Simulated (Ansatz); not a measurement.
All numbers were calculated with Ansatz.

Basis-set series for `[Cl][Ti]([Cl])([Cl])[c]1ccccc1`. The species carries charge 0 and has multiplicity 1. The geometry is a stationary point of PBE0-D4/def2-TZVP. It is one conformer, not always the lowest.

```json
{"functional": "PBE0-D4", "basis": "def2-TZVPP", "functions": "446", "energy (Eh)": "-2461.13040", "HOMO (eV)": "-7.88", "LUMO (eV)": "-3.18"}
{"functional": "PBE0-D4", "basis": "def2-QZVPP", "functions": "795", "energy (Eh)": "-2461.19861", "HOMO (eV)": "-7.90", "LUMO (eV)": "-3.20"}
{"functional": "ωB97M-V", "basis": "def2-TZVPP", "functions": "446", "energy (Eh)": "-2461.82448", "HOMO (eV)": "-9.93", "LUMO (eV)": "-1.10"}
{"functional": "ωB97M-V", "basis": "def2-QZVPP", "functions": "795", "energy (Eh)": "-2461.88861", "HOMO (eV)": "-9.94", "LUMO (eV)": "-1.13"}
```

**Question.** Give the rows for def2-SVP. (An estimate is asked.)

**Answer.** The calculation gave: 
```tsv
functional	basis	functions	energy (Eh)	HOMO (eV)	LUMO (eV)
PBE0-D4	def2-SVP	194	-2460.29794	-7.88	-3.21
ωB97M-V	def2-SVP	194	-2460.98844	-9.90	-1.07
```

Scalar relativity is left out up to krypton.
